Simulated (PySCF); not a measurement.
**Computed properties of Cd(H)(OH) (CdH2O), SMILES [OH][CdH]**

Cd(H)(OH) (CdH2O), SMILES [OH][CdH]. Coordinates come from a PBE0-D3(BJ)/def2-TZVP optimisation. The def2 effective core potentials stand for the cores of Cd; spin–orbit coupling is left out. The values are those of a single conformer. All values are computed for the isolated molecule unless a solvent is named; none is compared with measurement here.

**Structure.** The optimised structure has Cs symmetry. All 6 harmonic modes at PBE0-D3(BJ)/def2-TZVP (PySCF) are real, so it is a minimum.

**Vibrations.** The strongest infrared lines (harmonic, unscaled, degenerate partners summed) lie at 1902 cm⁻¹ (112 km/mol, H 99 %), 746 cm⁻¹ (68 km/mol, H 92 %), 587 cm⁻¹ (67 km/mol, O 86 %, Cd 13 %). The softest mode is at 464 cm⁻¹ and the zero-point energy is 11.5 kcal/mol.

**Electronic structure.** PBE0/def2-TZVPD (PySCF) places the frontier levels at -7.88 and -0.71 eV, a gap of 7.17 eV, and gives a dipole moment of 1.75 D and a mean polarisability of 36.8 bohr³. PBE/def2-TZVPD (PySCF) at the same geometry gives -6.33 and -1.50 eV, so its gap is 2.34 eV narrower. An orbital gap is neither the optical nor the fundamental gap.

**Excitations.** TDA-B3LYP/def2-TZVPD (PySCF) has S1 at 5.38 eV (231 nm, f = 0.026, weak); the most intense of the 10 singlets computed lies at 8.00 eV (f = 0.38). T1 (TDA) is at 4.96 eV, 0.42 eV under S1. No vertical singlet excitation falls in the visible range (under 3.1 eV).
